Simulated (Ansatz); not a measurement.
The molecule BO+, multiplicity 3 (an upper state: multiplicity 1 came lower at CCSD(T)/def2-TZVPP on PBE0 minima).

The constants come from a fifth-degree fit in 1/R (seven points, main isotopes). Runs in def2 and cc sets follow the lowest solution found near the PBE0 minimum.

Correlated levels freeze the cores.

Programs: Ansatz (a program for electronic structure) with Gaussian orbitals. Values without a source in brackets are computed.

Question: What bond length and harmonic frequency does PBE/def2-TZVPP give?

Answer: r_e = 1.319 Å, ω_e = 1424 cm⁻¹.

Question: What bond length and harmonic frequency does PBE0/def2-TZVPP give?

Answer: r_e = 1.304 Å, ω_e = 1495 cm⁻¹.

Question: What bond length and harmonic frequency does CCSD(T)/def2-TZVPP give?

Answer: r_e = 1.314 Å, ω_e = 1455 cm⁻¹.
